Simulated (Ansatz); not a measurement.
Process, species as SMILES: O[Si](O)(O)O + 3 [SiH4] (SiH4) → 4 O[SiH3] [hydroxysilane]
Geometries: B3LYP-D3(BJ)/def2-TZVP minima from Ansatz (a program for electronic structure), one conformer each, not searched for the lowest.

Quantity: bond separation energy (electronic energy difference), in kJ/mol. Valence correlation only, unless marked. No spin-orbit coupling. Non-relativistic. CBS(X,Y): correlation extrapolated as X^-3; Hartree-Fock from the larger set. [CCSD(T)-MP2]/basis is that difference in the basis named.

| level | program | bond separation energy (kJ/mol) |
|---|---|---|
| B3LYP-D4/def2-TZVPD | Ansatz + dftd4 | 98.6 |
| HSE06-D3(BJ)/def2-TZVPD | Ansatz + dftd3 | (withheld) |
| SCS-MP2/cc-pV(T+d)Z | Ansatz | 92.8 |
| RI-MP2/CBS(aug-cc-pV(T+d)Z,aug-cc-pV(Q+d)Z)+[CCSD(T)-MP2]/aug-cc-pV(T+d)Z | Ansatz | (withheld) |

Some entries are withheld; supply them.


- HSE06-D3(BJ)/def2-TZVPD, bond separation energy (kJ/mol): 101.4
- RI-MP2/CBS(aug-cc-pV(T+d)Z,aug-cc-pV(Q+d)Z)+[CCSD(T)-MP2]/aug-cc-pV(T+d)Z, bond separation energy (kJ/mol): 100.5
